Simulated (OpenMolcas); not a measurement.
**d2 ions of charge +3 down a group on the Mg site of KMgF3**

| Property | Result |
| --- | --- |
| Program | OpenMolcas 26.06 |
| Method | CASSCF |
| Spin-orbit coupling | state interaction with AMFI integrals over the reference wave functions |

The d shell is active. Each dopant is a cluster with its nearest anions in model potentials and point charges, with no relaxation and no local charge compensation. Distances were set from a Shannon-type radius of the metal (high-spin where two are listed) plus a fixed donor radius (F 1.31 Å), in hosts weighted 0.65 to 0.35 with the host's distance in the model lattice. Ligand basis ANO-RCC-VDZP, DKH2 Hamiltonian. States (labels of O, the rotations of Oh). Energies in cm-1 above the lowest state or level, χT in cm3 K/mol; under a threefold ground state the first gap can be a small split of the lowest multiplet, not the spin-orbit step; 10Dq and B are least-squares fits to the states below 45000 cm-1, weighted by degeneracy, with a free offset, and given where the rms deviation is under 5 % of |10Dq| (or 100 cm-1) and under 700 cm-1. Spin-only χT is S(S+1) / 2 for the spin of the ground state.

```tsv
Ion	Shell	R (Å)	Metal basis	Ground state	First state of that spin	10Dq	B (rms of fit)	First gap with spin-orbit (degeneracies)	χT at 300 K	First state of another spin	Spin-only χT
V3+	3d2	1.963	ANO-RCC-VTZP	3T1	3T2 13075	14770	998 (99)	5.4 (2, 3)	0.891	1T2 13953	1.000
Nb3+	4d2	2.015	ANO-RCC-VTZP	3T1	3T2 28786	30421	691 (95)	18.4 (2, 3)	0.471	1E 9840	1.000
Ta3+	5d2	2.015	ANO-RCC-VTZP	3T1	3T2 34463	36078	670 (65)	179.9 (2, 3)	0.175	1E 9434	1.000
```

|10Dq| changes by factors of 30421 / 14770 = 2.06 from V3+ to Nb3+, 36078 / 30421 = 1.19 from Nb3+ to Ta3+.

B goes from 998 cm-1 (V3+) to 670 cm-1 (Ta3+).

χT departs most from the spin-only value for Ta3+, by -0.825 cm3 K/mol.

An orbital triplet at a regular site is open to Jahn-Teller coupling, which can distort the site and quench the lowest spin-orbit gaps and is left out. Without dynamic correlation the repulsion within the d shell is too large (B by tens of per cent), so at a given field states of lower spin stand too high. Ligand-to-metal charge-transfer states are missing. With no ligand orbital active B as a rule stays too high, so bands that hang on it stand too high and its fall with covalency is understated. With metal d orbitals alone and no dynamic correlation 10Dq can be off by a tenth to a fifth, either way, in oxide and fluoride hosts (holds for V3+). The least metal-like active orbital is 82 % on the metal (Löwdin) and no ligand orbital is active, so the numbers are rough (holds for Nb3+). With metal d orbitals alone the field can be off either way by tens of per cent (holds for Nb3+; Ta3+). The least metal-like active orbital is 80 % on the metal (Löwdin) and no ligand orbital is active, so the numbers are rough (holds for Ta3+). No measured value stands beside these numbers; the geometry was set by hand and not optimised.
